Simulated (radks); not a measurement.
The numbers below are computed, except where a source is named.
As5+, 28 electrons, occupied as [Ar] 3d10. Code: a radial shooting solver on a logarithmic mesh with Libxc functionals. Model: Dirac Kohn-Sham, PBEsol, spin-unpolarised, spherical densities, finite nucleus; Fermi nuclear charge, rms radius 4.0968 fm.

Normalised radial functions P(r) = r R(r) (large component), r in bohr:

r           3p3/2
0.002731   0.0030
0.003883   0.0059
0.005521   0.0116
0.007851   0.0224
0.01116    0.0426
0.01587    0.0794
0.02257    0.1430
0.03209    0.2458
0.04527    0.3911
0.06437    0.5707
0.09153    0.7163
0.1301     0.6923
0.1851     0.3413
0.2631    -0.3509
0.3741    -1.0825
0.532     -1.3750
0.7564    -1.0722
1.076     -0.5258
1.517     -0.1535
2.157     -0.0210

3p3/2: eigenvalue -198.81 eV, 1 radial node at r = 0.224 bohr, <r> = 0.619 bohr, 90 % of the charge inside 0.948 bohr.
